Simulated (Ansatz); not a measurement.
Cl3HSSn, SMILES `[SH][Sn]([Cl])([Cl])[Cl]`. Charge 0, multiplicity 1. Sn: def2 effective core potential. Geometry: relaxed with PBE0-D4/def2-TZVP. It is one conformer, not always the lowest.

```xyz
6

S    -0.568   -0.767    1.749
Sn    0.067    0.375   -0.222
Cl   -0.149    2.627    0.161
Cl    2.240   -0.067   -0.834
Cl   -1.239   -0.203   -2.027
H    -0.351   -1.964    1.174
```

(1) What is the dipole moment at r2SCAN/def2-TZVPP? (Best estimate.)

(2) And with PBE, B3LYP, ωB97M-V? (Best estimate.)

(3) Give the Mulliken charges with r2SCAN, ωB97M-V, PBE in def2-TZVPP. (Best estimate.)

## Answers

(1) The calculation gave: 1.73 D, with components (-0.29, -1.41, 0.95) D in this frame, pointing from negative to positive charge.

(2) The calculation gave: PBE 1.68 D, B3LYP 1.73 D, ωB97M-V 1.72 D.

(3) The calculation gave: 
```tsv
atom	r2SCAN	ωB97M-V	PBE
S1	-0.29	-0.26	-0.28
Sn2	1.10	0.95	1.00
Cl3	-0.31	-0.28	-0.29
Cl4	-0.31	-0.28	-0.29
Cl5	-0.31	-0.28	-0.29
H6	0.13	0.14	0.14
```

B3LYP here is the variant with VWN-RPA as its local correlation; programs differ in this.

All numbers were calculated with Ansatz.
